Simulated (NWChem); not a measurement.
System: CH$_{4}$BIO; SMILES B(C)(I)O

Input file for NWChem:

```
start job
memory heap 200 mb stack 900 mb global 1100 mb
geometry units angstroms noautoz
  B      0.074356    -1.369191     0.000000
  I      0.058009     0.826426     0.000000
  C     -1.276118    -2.158762     0.000000
  H     -1.887650    -1.888344     0.885726
  H     -1.107401    -3.253828     0.000000
  H     -1.887650    -1.888344    -0.885726
  O      1.272028    -1.997655     0.000000
  H      2.030853    -1.384003     0.000000
end
basis spherical
  * library sto-3g
end
dft
  xc xtpss03 ctpss03
  iterations 150
  mulliken
end
task dft energy
```

Coordinates come from a PBE-D3(BJ)/def2-SVP (def2 core potentials past Kr) optimisation.

Task: Predict the main results of this run. (TPSS/STO-3G, non-relativistic.) Quantities: basis functions; energy (Ha); highest occupied level (eV); orbital gap (eV); dipole (D).

Result: 
| Quantity | Result |
|---|---|
| number of basis functions | 46 |
| energy (Ha) | -6991.42 |
| highest occupied level (eV) | -3.77 |
| orbital gap (eV) | 5.63 |
| dipole (D) | 1.89 |
